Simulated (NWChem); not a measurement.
# C₂H₈Zr; SMILES [ZrH2]([CH3])[CH3]

```xyz
11

Zr     0.0000     0.0000    -0.3792
C      1.7661     0.0000     0.9228
H      1.8024    -0.8977     1.5678
H      1.7920     0.8891     1.5799
H      2.6872     0.0092     0.3090
C     -1.7661     0.0000     0.9228
H     -1.8024     0.8977     1.5678
H     -1.7920    -0.8891     1.5799
H     -2.6872    -0.0092     0.3090
H      0.0005     1.5555    -1.4091
H     -0.0005    -1.5555    -1.4091
```
Atoms are numbered in this order, from 1.

Computed with NWChem. Medium grid unless said otherwise, to which SCAN and Minnesota functionals are sensitive. Structure relaxed at the PBE0/def2-SVP level. Not confirmed as a minimum by frequencies. def2 effective core potentials on Zr; no spin-orbit coupling.

### Question
Predict the results for M06/def2-SVP. Quantities: highest occupied level (eV); orbital gap (eV); dipole (D).

### Answer
| Quantity | Result |
|---|---|
| highest occupied level (eV) | -7.79 |
| orbital gap (eV) | 6.04 |
| dipole (D) | 1.20 |
